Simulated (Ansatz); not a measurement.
Ansatz (a quantum-chemistry and plane-wave program) input (B3LYP-D3(BJ)/def2-TZVP):

Ansatz 0.2 input:
```yaml
crystal:
  periodic: [false, false, false]
  atoms:
    - {symbol: Si, position_ang: [-0.23611366, 0.21499958, 0.95026278]}
    - {symbol: Br, position_ang: [1.35106221, -1.38461535, -0.75069291]}
    - {symbol: F, position_ang: [-1.16356464, 1.13227194, -0.22864609]}
basis:
  gaussian:
    orbitals: def2-TZVP
hamiltonian:
  xc: b3lyp
  dispersion: d3bj
total_charge: -1
magnetization: {spin_polarized: true, initial_magnetization: 1}
relax: {f_tol: 0.002, max_steps: 150}
```

Output:

```
Functional definition: B3LYP
integrals: 0.04 GiB planned
830 factors; their error is unknown
mean field: 0.57 GiB planned
mean field evaluation 1: about -80644.6209 eV, gradient 1.9e1 eV
mean field evaluation 2: about -80643.0573 eV, gradient 3.2e1 eV
mean field evaluation 4: about -80645.9257 eV, gradient 1.1e0 eV
mean field evaluation 8: about -80646.3140 eV, gradient 5.3e-2 eV
mean field evaluation 16: about -80646.3141 eV, gradient 7.8e-5 eV
mean field -80646.31405384 eV, -2963.6973774435 hartree, gradient 3.0e-5 eV, S^2 0.756048; 1 other end points of the search recorded, 0 dependent functions left out
the calculation of the forces begins
reference -80646.31424382 eV, -2963.6973844251 hartree; 30, 29 occupied and 86, 87 virtual orbitals, 830 factors
relax step   1: F+E_penalty+E_count = -80646.42769119 eV  Δ(F+E_penalty+E_count) = +0.000e0 eV  max|allowed force component| = 1.488e0 eV/Å  Δτ_max = 0.0000 Å  (39 SCF iters, accepted)
these checks for a lower state are left out or cut short: starts, cluster_reference, orbital_swaps, neighbouring_geometries, increment
integrals: 0.04 GiB planned
830 factors; their error is unknown
mean field: 0.57 GiB planned
mean field -80646.44121793 eV, -2963.7020506379 hartree, gradient 1.5e-5 eV, S^2 0.756191; 0 other end points of the search recorded, 0 dependent functions left out
the calculation of the forces begins
reference -80646.44140711 eV, -2963.7020575901 hartree; 30, 29 occupied and 86, 87 virtual orbitals, 830 factors
relax step   2: F+E_penalty+E_count = -80646.55721029 eV  Δ(F+E_penalty+E_count) = -1.295e-1 eV  max|allowed force component| = 1.068e0 eV/Å  Δτ_max = 0.0941 Å  (36 SCF iters, accepted)
these checks for a lower state are left out or cut short: starts, cluster_reference, orbital_swaps, neighbouring_geometries, increment
integrals: 0.04 GiB planned
830 factors; their error is unknown
mean field: 0.58 GiB planned
mean field evaluation 32: about -80646.0646 eV, gradient 2.7e-1 eV
mean field -80646.44742061 eV, -2963.7022785820 hartree, gradient 1.5e-5 eV, S^2 0.756952; 0 other end points of the search recorded, 0 dependent functions left out
the calculation of the forces begins
reference -80646.44760898 eV, -2963.7022855044 hartree; 30, 29 occupied and 86, 87 virtual orbitals, 830 factors
relax step   3: F+E_penalty+E_count = -80646.56840830 eV  Δ(F+E_penalty+E_count) = -1.120e-2 eV  max|allowed force component| = 1.087e0 eV/Å  Δτ_max = 0.1978 Å  (39 SCF iters, accepted)
these checks for a lower state are left out or cut short: starts, cluster_reference, orbital_swaps, neighbouring_geometries, increment
integrals: 0.04 GiB planned
830 factors; their error is unknown
mean field: 0.57 GiB planned
mean field -80646.51985637 eV, -2963.7049405470 hartree, gradient 1.4e-5 eV, S^2 0.756318; 0 other end points of the search recorded, 0 dependent functions left out
the calculation of the forces begins
reference -80646.52004547 eV, -2963.7049474964 hartree; 30, 29 occupied and 86, 87 virtual orbitals, 830 factors
relax step   4: F+E_penalty+E_count = -80646.64083812 eV  Δ(F+E_penalty+E_count) = -7.243e-2 eV  max|allowed force component| = 4.937e-1 eV/Å  Δτ_max = 0.1334 Å  (40 SCF iters, accepted)
these checks for a lower state are left out or cut short: starts, cluster_reference, orbital_swaps, neighbouring_geometries, increment
integrals: 0.04 GiB planned
830 factors; their error is unknown
mean field: 0.57 GiB planned
mean field -80646.53317846 eV, -2963.7054301250 hartree, gradient 2.5e-5 eV, S^2 0.756503; 0 other end points of the search recorded, 0 dependent functions left out
the calculation of the forces begins
reference -80646.53336729 eV, -2963.7054370641 hartree; 30, 29 occupied and 86, 87 virtual orbitals, 830 factors
relax step   5: F+E_penalty+E_count = -80646.65240489 eV  Δ(F+E_penalty+E_count) = -1.157e-2 eV  max|allowed force component| = 6.818e-2 eV/Å  Δτ_max = 0.0845 Å  (34 SCF iters, accepted)
these checks for a lower state are left out or cut short: starts, cluster_reference, orbital_swaps, neighbouring_geometries, increment
integrals: 0.04 GiB planned
830 factors; their error is unknown
mean field: 0.57 GiB planned
mean field evaluation 64: about -80646.5356 eV, gradient 1.6e-5 eV
mean field -80646.53558895 eV, -2963.7055187087 hartree, gradient 1.6e-5 eV, S^2 0.756467; 0 other end points of the search recorded, 0 dependent functions left out
the calculation of the forces begins
reference -80646.53577779 eV, -2963.7055256483 hartree; 30, 29 occupied and 86, 87 virtual orbitals, 830 factors
relax step   6: F+E_penalty+E_count = -80646.65566420 eV  Δ(F+E_penalty+E_count) = -3.259e-3 eV  max|allowed force component| = 1.997e-3 eV/Å  Δτ_max = 0.0324 Å  (34 SCF iters, accepted)
integrals: 0.04 GiB planned
830 factors; their error is unknown
mean field: 0.57 GiB planned
mean field -80646.53558895 eV, -2963.7055187087 hartree, gradient 1.5e-5 eV, S^2 0.756467; 1 other end points of the search recorded, 0 dependent functions left out
the calculation of the forces begins
reference -80646.53577779 eV, -2963.7055256484 hartree; 30, 29 occupied and 86, 87 virtual orbitals, 830 factors
Total energy: -80646.65585304 eV, -2963.7099383324 hartree
Atom 0 at    -0.184573     0.163081     0.898269 Å, force    -0.001168     0.001151    -0.001997 eV/Å
Atom 1 at     1.190249    -1.223328    -0.676241 Å, force     0.000632    -0.000631     0.000056 eV/Å
Atom 2 at    -1.054292     1.022903    -0.251104 Å, force     0.000536    -0.000520     0.001941 eV/Å
Dipole moment:     0.226162    -0.227971    -0.246866 e Å
```
